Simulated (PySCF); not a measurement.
Predicted microwave data (PySCF 2.14.0, PBE0-D3(BJ)/def2-SVP geometry optimisation, gas phase) for one isomer of C3H8O2Si:

* Rotational constants: A = 6689, B = 1290, C = 1111 MHz
* Dipole components: |μa| = 0.69 D, |μb| = 0.51 D, |μc| = 0.06 D
* Inertial defect: -12.35 u·Å²
* κ: -0.94

Question: Which candidate fits, each taken in the one conformer that was computed?
A. `[CH2:1]=[CH:2][CH2:3][SiH:4]([OH:5])[OH:6]` with C1–C2–C3–Si4 94°, C2–C3–Si4–O5 -50°, C3–Si4–O5–H 37°, C3–Si4–O6–H -175°
B. `[O:1]=[C:2]([OH:3])[CH2:4][CH2:5][SiH3:6]` with O1–C2–O3–H -1°, O1–C2–C4–C5 -23°, C2–C4–C5–Si6 52°
C. `[CH3:1][O:2][CH2:3][SiH2:4][CH:5]=[O:6]` with C1–O2–C3–Si4 180°, O2–C3–Si4–C5 180°, C3–Si4–C5–O6 -2°

Answer: C. It is COC[SiH2]C=O, a near-prolate asymmetric top. The candidates at the same level (rigid rotor, commonest isotopes):

| SMILES | A (MHz) | B (MHz) | C (MHz) | μa (D) | μb (D) | μc (D) | Δ (u·Å²) | point group | rotor |
| --- | --- | --- | --- | --- | --- | --- | --- | --- | --- |
| O=C(O)CC[SiH3] | 6093 | 1676 | 1389 | 1.89 | 1.50 | 0.05 | -20.71 | C1 | asymmetric top |
| COC[SiH2]C=O | 6689 | 1290 | 1111 | 0.69 | 0.51 | 0.06 | -12.35 | – | near-prolate asymmetric top |
| C=CC[SiH](O)O | 4407 | 1976 | 1710 | 0.17 | 0.26 | 0.48 | -74.95 | C1 | asymmetric top |

`C=CC[SiH](O)O` has C 54 % too high; `O=C(O)CC[SiH3]` has B 30 % too high. No structure here is proved a minimum.
